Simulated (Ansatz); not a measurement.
Ansatz results at the PBE0-D4/def2-TZVP geometry: HOMO energy (B3LYP/def2-TZVPP) -5.88 eV; HOMO energy (PBE/def2-TZVPP) -5.22 eV; HOMO–LUMO gap (PBE0/def2-TZVPP) 4.90 eV.

(1) Which molecule gave them?
A. `BrB1BC1`
B. `[SiH3][CH]1[CH2][GaH]1`
C. `C1=[CH][Zn][O]1`
D. `B1O[SiH2]S1`

## Answers

(1) B. The others give `BrB1BC1`: -7.35, -6.32, 6.69; `B1O[SiH2]S1`: -7.71, -6.79, 7.38; `C1=[CH][Zn][O]1`: -5.82, -4.91, 2.90.

B3LYP here is the variant with VWN-RPA as its local correlation; programs differ in this.
